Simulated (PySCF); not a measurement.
**3-methoxyphenylboronic acid (SMILES COc1cccc(B(O)O)c1)**

Molfile (atoms numbered from 1):
```
C7H9BO3
     RDKit          3D

 20 20  0  0  0  0  0  0  0  0999 V2000
   -3.4501    0.4301   -0.0110 C   0  0  0  0  0  0  0  0  0  0  0  0
   -2.1339    0.8971    0.0698 O   0  0  0  0  0  0  0  0  0  0  0  0
   -1.1306   -0.0014    0.1678 C   0  0  0  0  0  0  0  0  0  0  0  0
   -1.3077   -1.3884    0.1843 C   0  0  0  0  0  0  0  0  0  0  0  0
   -0.1917   -2.2219    0.2956 C   0  0  0  0  0  0  0  0  0  0  0  0
    1.0894   -1.6935    0.3897 C   0  0  0  0  0  0  0  0  0  0  0  0
    1.2836   -0.3014    0.3671 C   0  0  0  0  0  0  0  0  0  0  0  0
    2.7352    0.2927    0.4608 B   0  0  0  0  0  0  0  0  0  0  0  0
    3.0270    1.6032    0.2124 O   0  0  0  0  0  0  0  0  0  0  0  0
    3.7566   -0.5380    0.7975 O   0  0  0  0  0  0  0  0  0  0  0  0
    0.1638    0.5252    0.2584 C   0  0  0  0  0  0  0  0  0  0  0  0
   -3.6125   -0.1927   -0.9088 H   0  0  0  0  0  0  0  0  0  0  0  0
   -3.7350   -0.1557    0.8811 H   0  0  0  0  0  0  0  0  0  0  0  0
   -4.0958    1.3152   -0.0738 H   0  0  0  0  0  0  0  0  0  0  0  0
   -2.3032   -1.8278    0.1137 H   0  0  0  0  0  0  0  0  0  0  0  0
   -0.3397   -3.3047    0.3095 H   0  0  0  0  0  0  0  0  0  0  0  0
    1.9557   -2.3516    0.4814 H   0  0  0  0  0  0  0  0  0  0  0  0
    2.2630    2.1126   -0.0718 H   0  0  0  0  0  0  0  0  0  0  0  0
    4.5992   -0.0710    0.8055 H   0  0  0  0  0  0  0  0  0  0  0  0
    0.2453    1.6169    0.2530 H   0  0  0  0  0  0  0  0  0  0  0  0
  1  2  1  0
  2  3  1  0
  3  4  1  0
  4  5  2  0
  5  6  1  0
  6  7  2  0
  7  8  1  0
  8  9  1  0
  8 10  1  0
  7 11  1  0
 11  3  2  0
  1 12  1  0
  1 13  1  0
  1 14  1  0
  4 15  1  0
  5 16  1  0
  6 17  1  0
  9 18  1  0
 10 19  1  0
 11 20  1  0
M  END
```

Computed with quadratic response CAM-B3LYP/def2-SVPD first hyperpolarisability, Taylor convention, gas phase in PySCF. Geometry: PBE0-D3(BJ)/def2-SVP.

**Question.** Give β for the processes computed.

**Answer.** In 10⁻³⁰ esu, Taylor convention; the vector part is βᵢ = ⅓ Σⱼ (βᵢⱼⱼ + βⱼᵢⱼ + βⱼⱼᵢ); β∥ is 3/5 of the vector part along the dipole, the dipole points from − to +:
```csv
process,λ (nm),β vector norm,β∥,β HRS,depolarisation ratio
"static β(0;0,0)",∞,2.03,1.16,0.80,5.93
"second harmonic β(−2ω;ω,ω)",1907,2.18,1.25,0.86,6.07
"Pockels β(−ω;ω,0)",1907,2.08,1.19,–,–
"second harmonic β(−2ω;ω,ω)",1064,2.57,1.49,1.01,6.43
"Pockels β(−ω;ω,0)",1064,2.19,1.25,–,–
```

**Question.** Which lowest excitations, dipole and polarisabilities go with it?

**Answer.** S1 4.86 eV (f = 0.048); S2 5.73 eV (f = 0.012); S3 6.16 eV (f = 0.003); dipole 2.14 D; isotropic α 107.9 au static, 108.3 au at 1907 nm, 109.2 au at 1064 nm, 109.5 au at 953.5 nm, 113.5 au at 532 nm.
